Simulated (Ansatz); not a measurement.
Two members of one family (Series SnH3X), computed with Ansatz in the gas phase; def2 core potentials for Sn, no spin–orbit coupling. The two geometries come from different levels. Binding counts from free atoms in the multiplicity of their measured ground term, without zero-point energy. A dash marks a value that wasn't run or was left out as unsound. The structures are stationary points that may keep the symmetry of their start.

First: SnH3(nBu) (singlet, charge 0, PBE-D4/def2-SVP geometry).

Cartesian coordinates in Å:
```
Sn 0.949 2.688 -0.423
H 0.089 3.911 -1.295
H 1.384 3.311 1.135
H 2.400 2.300 -1.285
C -0.275 0.898 -0.185
C 0.425 -0.226 0.586
C -0.442 -1.478 0.805
C -0.828 -2.217 -0.477
H -1.209 1.213 0.329
H -0.566 0.578 -1.208
H 1.359 -0.524 0.054
H 0.755 0.153 1.578
H 0.108 -2.174 1.478
H -1.362 -1.187 1.362
H -1.416 -3.131 -0.256
H -1.445 -1.587 -1.150
H 0.072 -2.529 -1.048
```

| level | HOMO (eV) | LUMO (eV) | gap (eV) | vertical triplet (eV) | binding per atom (eV) |
| --- | --- | --- | --- | --- | --- |
| PBE-D4/def2-TZVP | -6.60 | -0.51 | 6.10 | 5.80 | 3.71 |
| r2SCAN-D4/def2-TZVP | -6.82 | -0.08 | 6.74 | 5.91 | 3.67 |
| PBE0-D4/def2-SVP | -7.73 | 0.67 | 8.40 | – | 3.70 |
| PBE0-D4/def2-TZVP | -7.73 | 0.26 | 7.99 | 6.06 | 3.68 |
| PBE0-D4/def2-TZVPD | -7.74 | -0.01 | 7.73 | – | 3.68 |

Second: SnH3(OSiMe3) (singlet, charge 0, PBE0-D4/def2-SVP geometry).

```xyz
18

Sn   -1.666    1.609    1.729
H    -2.033    0.719    3.145
H    -1.352    3.256    2.053
H    -2.868    1.402    0.521
O     0.039    0.888    1.027
Si    0.440   -0.186   -0.181
C    -0.590   -1.753   -0.017
C     2.261   -0.581    0.011
C     0.117    0.596   -1.860
H    -0.318   -2.494   -0.786
H    -1.667   -1.541   -0.132
H    -0.442   -2.221    0.969
H     2.459   -1.035    0.995
H     2.604   -1.283   -0.765
H     2.867    0.335   -0.063
H    -0.950    0.836   -1.992
H     0.689    1.531   -1.973
H     0.410   -0.079   -2.681
```

What does the change do? Estimate second minus first.


```
              level  Δ HOMO (eV)  Δ LUMO (eV)  Δ gap (eV)  Δ vertical triplet (eV)  Δ binding per atom (eV)
   PBE-D4/def2-TZVP         0.32        -0.76       -1.08                    -0.57                     0.00
r2SCAN-D4/def2-TZVP         0.23        -0.81       -1.04                    -0.41                     0.02
   PBE0-D4/def2-SVP         0.18        -0.82       -1.00                        –                    -0.03
  PBE0-D4/def2-TZVP         0.06        -0.72       -0.77                    -0.36                     0.00
 PBE0-D4/def2-TZVPD         0.05        -0.54       -0.59                        –                     0.00
```
